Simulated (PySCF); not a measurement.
Method: CAM-B3LYP-D3(BJ)/def2-TZVP in PySCF 2.14.0. Isolated molecules, 0 K electronic values unless said otherwise. Delta-SCF ions had no search for a lower state. 

Reference species (SMILES): `BCl` (neutral, multiplicity 1).

The LUMO is -0.69 eV, the vertical ionisation energy (Delta-SCF) comes out as 11.45 eV and the HOMO comes out as -10.06 eV.

After one change: the LUMO falls by 0.19 eV; the vertical ionisation energy (Delta-SCF) increases by 1.74 eV; the HOMO falls by 1.40 eV.

Question: What was changed between the two runs? The new species is one of these.
A) `B`
B) `ClBCl`
C) `ClB(Cl)Cl`

Answer: A, `B`
